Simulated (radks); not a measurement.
Results of a calculation; reference values are marked as such.
Isoelectronic series with 19 electrons, each ion in its NIST ground configuration. Code: a radial shooting solver on a logarithmic mesh with Libxc functionals. Model: scalar-relativistic Kohn-Sham, PBEsol, spin-polarised, spherical densities, finite nucleus; open shells are filled with parallel spins first (spin-orbit coupling, left out, can overturn this in heavy ions); Fermi nuclear charge, rms radius of each element as measured or else 0.836 A^(1/3) + 0.57 fm. Total energies (hartree) and orbital eigenvalues (Ry):

ion,configuration,E (hartree),3d up,3p down,3p up,3s down
Ni9+,[Ar] 3d1,-1490.19773,-15.30150,-19.92338,-20.06260,-22.96242
Zn11+,[Ar] 3d1,-1745.05220,-21.40974,-26.70346,-26.85920,-30.20650
Ga12+,[Ar] 3d1,-1880.37783,-24.80567,-30.43781,-30.60164,-34.18170
Ge13+,[Ar] 3d1,-2020.99435,-28.42844,-34.40148,-34.57332,-38.39273
As14+,[Ar] 3d1,-2166.92247,-32.27749,-38.59448,-38.77428,-42.84013
Se15+,[Ar] 3d1,-2318.18304,-36.35241,-43.01692,-43.20462,-47.52451
Br16+,[Ar] 3d1,-2474.79869,-40.65285,-47.66899,-47.86455,-52.44665
Kr17+,[Ar] 3d1,-2636.79253,-45.17859,-52.55094,-52.75434,-57.60740
Rb18+,[Ar] 3d1,-2804.18900,-49.92942,-57.66308,-57.87430,-63.00770
Sr19+,[Ar] 3d1,-2977.01321,-54.90523,-63.00578,-63.22479,-68.64859

Estimate the row of Cu10+ ([Ar] 3d1).

Answer. E (hartree) -1614.99814; 3d up -18.24137; 3p down -23.19856; 3p up -23.34610; 3s down -26.46679.
